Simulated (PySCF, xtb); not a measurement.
SbF3, SMILES [F][Sb]([F])[F].

GFN2-xTB run with xtb at its own geometry gives an orbital gap of 5.26 eV and a dipole moment of 5.23 D.

Geometry optimised at PBE-D3(BJ)/def2-SVP. The isomer is the one that the SMILES or the coordinates give; other isomers of the formula were not compared. The def2 effective core potentials stand for the cores of Sb; spin–orbit coupling is left out.

### Question
What does M06-2X/def2-TZVPD (PySCF) give? (An estimate is asked for; the answer gives what the named calculation found.)

### Answer
gap 10.21 eV (levels -11.40 and -1.19 eV), dipole 4.15 D.
